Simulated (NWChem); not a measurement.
System: SnPH$_{5}$; SMILES [PH2][SnH3]

Computed with NWChem. Coordinates come from a PBE-D3(BJ)/def2-SVP (def2 core potentials past Kr) optimisation.

For level PBE0/STO-3G, non-relativistic:

```yaml
highest occupied level (eV): -4.46
orbital gap (eV): 9.43
dipole (D): 0.60
```

Q: Estimate the same quantities for level PBE0/3-21G, non-relativistic.

A: The highest occupied level (eV) comes out as -7.39, the orbital gap (eV) is 7.10 and the dipole (D) is 1.49.
